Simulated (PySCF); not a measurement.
# Static response to an electric field

Compound: C7H11N.
Cartesian coordinates in Å at the GFN2-xTB level; atoms count from 1:
```xyz
19
C7H11N angstrom
C      0.8277   -2.0752   -0.1109
C      0.9108   -0.7495   -0.2142
C      2.2155   -0.1002   -0.0943
N      2.3481    1.1357   -0.3019
C     -0.2454    0.1632   -0.4707
C     -0.5662    1.1998    0.6277
C     -2.0595    0.9184    0.4157
C     -1.6902   -0.3524   -0.3628
H     -0.1009   -2.6066   -0.2229
H      1.7003   -2.6806    0.0735
H      3.0408   -0.7783    0.1702
H      3.2947    1.4957   -0.2050
H     -0.0698    0.6716   -1.4208
H     -0.2162    0.8771    1.6060
H     -0.2184    2.2116    0.4426
H     -2.6554    0.7751    1.3147
H     -2.5385    1.6679   -0.2105
H     -2.2135   -0.5220   -1.3017
H     -1.7736   -1.2418    0.2577
```

Level: PBE0/def2-SVPD (PySCF), static field, nuclei fixed, core orbitals frozen in the response. The polarisability tensor in these axes (au):

```
x    96.18   2.85  -0.28
y     2.85 105.22   0.31
z    -0.28   0.31  66.37
```

Question: Diagonalise the tensor; give its mean and Δα, where Δα² is half the sum of the squared differences of the eigenvalues.

Answer: Principal values 66.36, 95.36 and 106.05 au; mean 89.26 au = 13.23 Å³ = 14.72 × 10⁻⁴⁰ C²·m²/J; Δα = 35.57 au (40 % of the mean).

Question: What is the dipole moment, and where does it point?

Answer: (0.68, -1.18, 0.32) D, 1.40 D in size, pointing from the negative to the positive side. Measured along this direction, the outermost atoms are H17 at the negative end and H10 at the positive end.

Question: In a dilute gas of rigid molecules at 298 K, how does the orientational term μ²/3kT compare with the electronic polarisability?

Answer: In Gaussian units μ²/3kT = 15.95 Å³ against 13.23 Å³, a ratio of 1.21; the Debye molar polarisation (4π/3)N_A(α + μ²/3kT) is 73.6 cm³/mol, leaving out the vibrational part.

Question: Give the principal axes and the span of the nuclei along them.

Answer: Largest value along (0.28, 0.96, 0.01), where the nuclei span 4.88 Å; middle along (0.96, -0.28, -0.01), 6.03 Å; least along (0.01, -0.01, 1.00), 3.02 Å. The strongest response doesn't lie along the longest of the three spans.

Question: Molar refractivity from α?

Answer: Lorentz–Lorenz: R = (4π/3)N_A α = 2.5225 cm³/(mol·Å³) × 13.23 Å³ = 33.4 cm³/mol, in the limit of long wavelengths.

Question: Traceless (Buckingham) quadrupole moment about the centre of nuclear charge: eigenvalues?

Answer: -4.58, -1.90, 6.48 D·Å. The values depend on the origin, since the dipole doesn't vanish. The electronic extent ⟨r²⟩ about the same centre is 1038 bohr², a root-mean-square distance of 2.20 Å for the 60 electrons.

Question: In TDDFT the mean static polarisability is Σ f/ω² over all singlet excitations (ω in hartree). How much of it do the 6 lowest give? Their energies (eV) and oscillator strengths: 4.55, 0.0004; 5.77, 0.2275; 6.24, 0.0013; 6.47, 0.0196; 6.61, 0.1297; 7.09, 0.0171.

Answer: They add up to 7.89 au, 8.8 % of the 89.26 au; the largest single term is 5.06 au, from the state at 5.77 eV. Terms in order: 0.01, 5.06, 0.02, 0.35, 2.20, 0.25 au. Higher excitations give the rest. The strengths listed sum to 0.396.

One conformer (not necessarily the lowest) at the GFN2-xTB geometry, without solvent, vibrations or thermal averaging.
